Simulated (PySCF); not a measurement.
These 2 structures share the formula H9OPSi3. Method: PySCF 2.14.0, PBE0-D3(BJ)/def2-SVP geometry optimisation, gas phase. One conformer each; no zero-point energy, no entropy. No frequencies were run at this level. Point groups hold within 0.08 Å.

Question: Rank from lowest to highest electronic energy at this level (kcal/mol).
A. `[OH:1][SiH2:2][SiH2:3][PH:4][SiH3:5]` with H–O1–Si2–Si3 178°, O1–Si2–Si3–P4 176°, Si2–Si3–P4–Si5 165°
B. `[SiH3:1][SiH2:2][O:3][SiH2:4][PH2:5]` with Si1–Si2–O3–Si4 71°, Si2–O3–Si4–P5 9°, O3–Si4–P5–H 83° and 177°

Answer: B (0.0), A (13.9).

As drawn, the higher has an O–H bond, which the lower lacks.

| SMILES | E (Eh) | E rel (kcal/mol) | dipole (D) | point group | A, B, C (MHz) |
| --- | --- | --- | --- | --- | --- |
| [SiH3][SiH2]O[SiH2]P | -1289.51799 | 0.0 | 0.82 | C1 | 2588, 990.6, 846.9 |
| O[SiH2][SiH2]P[SiH3] | -1289.49587 | 13.9 | 1.54 | C1 | 5908, 667.5, 619.0 |

Question: How do the relative energies change in single points at PBE0/pcSseg-1 (no added dispersion term) on the same geometries?

Answer: 
```tsv
SMILES	PBE0-D3(BJ)/def2-SVP (kcal/mol)	PBE0/pcSseg-1 (kcal/mol)	shift
[SiH3][SiH2]O[SiH2]P	0.0	0.0	0.0
O[SiH2][SiH2]P[SiH3]	13.9	13.8	-0.1
```

Each column counts from its own lowest isomer. The order is unchanged; the largest shift is 0.1 kcal/mol.
